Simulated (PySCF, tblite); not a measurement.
Isomers of C4H10NOSi (doublet state). Computed with GFN2-xTB (tblite): harmonic, unscaled wavenumbers at the GFN2-xTB geometry, gas phase. Errors from tens to a few hundred cm⁻¹ against measured bands are possible. One conformer each. Open shells enter through the occupations alone, without spin polarisation, and single modes of such species can be off by tens of per cent.

Electronic energies: B3LYP/pcH-1 single points on the GFN2-xTB geometries (PySCF, gas phase).

```
                     SMILES  electronic energy, lowest = 0 (kJ/mol)
 C[C@@H]1C[Si@@](C)([NH])O1                                    87.8
[CH2][Si@@]1(N)C[C@@H](C)O1                                    19.2
 C[C@@H]1[CH][Si@@](C)(N)O1                                     0.0
```

Q: How do GFN2-xTB zero-point energies change the relative energies?

A: 
```json
{"SMILES": "C[C@@H]1[CH][Si@@](C)(N)O1", "ZPE (kJ/mol)": "353.7", "of it from modes above 1550 cm⁻¹": "187.1", "electronic (kJ/mol)": "0.0", "with ZPE, lowest = 0 (kJ/mol)": "0.0", "lowest mode (cm⁻¹)": "63", "rings": "1"}
{"SMILES": "[CH2][Si@@]1(N)C[C@@H](C)O1", "ZPE (kJ/mol)": "353.6", "of it from modes above 1550 cm⁻¹": "187.7", "electronic (kJ/mol)": "19.2", "with ZPE, lowest = 0 (kJ/mol)": "19.1", "lowest mode (cm⁻¹)": "69", "rings": "1"}
{"SMILES": "C[C@@H]1C[Si@@](C)([NH])O1", "ZPE (kJ/mol)": "356.5", "of it from modes above 1550 cm⁻¹": "184.3", "electronic (kJ/mol)": "87.8", "with ZPE, lowest = 0 (kJ/mol)": "90.6", "lowest mode (cm⁻¹)": "55", "rings": "1"}
```

The zero-point energies span 2.9 kJ/mol, from `[CH2][Si@@]1(N)C[C@@H](C)O1` to `C[C@@H]1C[Si@@](C)([NH])O1`. The order is unchanged.

Q: And how do the electronic energies of GFN2-xTB itself compare?

A: `C[C@@H]1[CH][Si@@](C)(N)O1` 17.5; `[CH2][Si@@]1(N)C[C@@H](C)O1` 24.4; `C[C@@H]1C[Si@@](C)([NH])O1` 0.0 kJ/mol, lowest = 0. Against the energies above, taken from the same isomer `C[C@@H]1[CH][Si@@](C)(N)O1`, the largest difference is 105.3 kJ/mol.

Q: What do entropy and thermal enthalpy add at 298.15 K and 1 bar (rigid rotor, harmonic oscillator, one conformer each)?

A: 
```
                     SMILES  point group  symmetry number  S (J/(mol K))  H − H(0) (kJ/mol)  ZPE + H − H(0) − TS (kJ/mol)
 C[C@@H]1[CH][Si@@](C)(N)O1           C1                1          412.8              29.50                         260.1
[CH2][Si@@]1(N)C[C@@H](C)O1           C1                1          407.0              28.86                         261.2
 C[C@@H]1C[Si@@](C)([NH])O1           C1                1          405.9              27.97                         263.5
```

S holds R ln(2S + 1) for the spin.
